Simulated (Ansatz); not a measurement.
This geometry of CH5PSSi (9 atoms, charge 0, multiplicity 1) is a first-order saddle point.

All numbers below come from Ansatz 0.2.0, RKS B3LYP-D4/6-31G.

```xyz
9
Properties=species:S:1:pos:R:3
P -1.649 1.246 -0.029
Si -0.168 -0.540 0.017
C 1.607 -0.157 0.533
S 1.564 -0.525 -1.407
H -2.851 0.446 0.099
H -1.738 1.368 -1.467
H -0.734 -1.868 0.406
H 1.871 0.875 0.747
H 2.188 -0.891 1.082
```

Problem. Which two structures does it join? (They come from a converged band through this point; their orientation in space is the band's.)

Solution. No bond is made or broken. The dihedral H6–P1–Si2–H7 goes from -173 to -63°.

Image 0:

```xyz
9
Properties=species:S:1:pos:R:3
P -1.754 1.100 0.551
Si -0.205 -0.606 0.360
C 1.584 -0.156 -0.038
S 0.804 -1.110 -1.580
H -2.829 0.451 -0.172
H -1.279 1.850 -0.591
H -0.459 -1.739 1.299
H 1.833 0.874 -0.274
H 2.393 -0.711 0.428
```

Image 8:

```xyz
9
Properties=species:S:1:pos:R:3
P -1.554 1.281 -0.395
Si -0.119 -0.516 -0.100
C 1.574 -0.113 0.631
S 1.770 -0.441 -1.302
H -2.605 0.776 0.473
H -2.177 0.782 -1.605
H -0.687 -1.877 0.152
H 1.796 0.916 0.896
H 2.091 -0.854 1.233
```

Problem. How far does it lie above each of them?

Solution. 1.0 kcal/mol above the first and 0.3 kcal/mol above the second. This is the barrier of this one path; another mechanism may lie lower. Limits of this set-up: no polarisation functions.

Run time: 62 s on 1 CPU thread of a shared host.
